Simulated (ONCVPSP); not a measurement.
## Pb (Z = 82): excitation energies, all-electron against ONCV

ONCVPSP 4.0.1 input, shortened (lines: element, Z, core and valence counts, functional; n l f; lmax; l rc ep ncon nbas qcut; lloc lpopt rc5 dvloc0; l nproj debl; icmod fcfact rcfact), PBE, fully relativistic:

```
  Pb 82.00   10    5        4      upf
    1    0    2.00
    2    0    2.00
    2    1    6.00
    3    0    2.00
    3    1    6.00
    3    2   10.00
    4    0    2.00
    4    1    6.00
    4    2   10.00
    4    3   14.00
    5    0    2.00
    5    1    6.00
    5    2   10.00
    6    0    2.00
    6    1    2.00
    2
    0    1.40    0.00    5    8    9.90
    1    1.50    0.00    4    9    9.40
    2    1.40    0.00    4    8   13.00
    2    5    1.40    0.00
    0    2    1.60
    1    3    1.30
    2    0    1.70
    0    0.00    0.00
```

Open shells are filled in proportion to 2j + 1.

Energies are relative to the spin-unpolarised reference configuration 5s2 5p6 5d10 6s2 6p2; without spin polarisation the order of configurations can differ from experiment. The d channel is local and has no spin–orbit splitting in the pseudo-atom.

(1) Give the all-electron excitation energy and the error of the potential for: 5s2 5p6 5d10 6s2 6p1; 5s2 5p6 5d10 6s2 6p0; 5s2 5p6 5d10 6s1 6p0; 5s2 5p6 5d10 6s2 6p1.5.

Levels in the configuration 5s2 5p6 5d10 6s2 6p1:

```
   level  all-electron (eV)  pseudo (eV)
5s j=1/2           -151.416     -151.422
5p j=3/2            -87.510      -87.515
5p j=1/2           -109.847     -109.853
5d j=5/2            -27.768      -28.766
5d j=3/2            -30.360      -28.766
6s j=1/2            -19.194      -19.194
6p j=3/2             -9.375       -9.375
6p j=1/2            -11.226      -11.226
```

The potential misses its own reference levels by up to 1.6 eV, so it is not fit for use.

Results:

(1)

| valence configuration | charge | ΔE all-electron (eV) | error AE − PS (meV) |
| --- | --- | --- | --- |
| 5s2 5p6 5d10 6s2 6p1 | +1 | 6.698 | +0.2 |
| 5s2 5p6 5d10 6s2 6p0 | +2 | 20.304 | -0.3 |
| 5s2 5p6 5d10 6s1 6p0 | +3 | 52.711 | -3.5 |
| 5s2 5p6 5d10 6s2 6p1.5 | +0.5 | 2.549 | +0.1 |
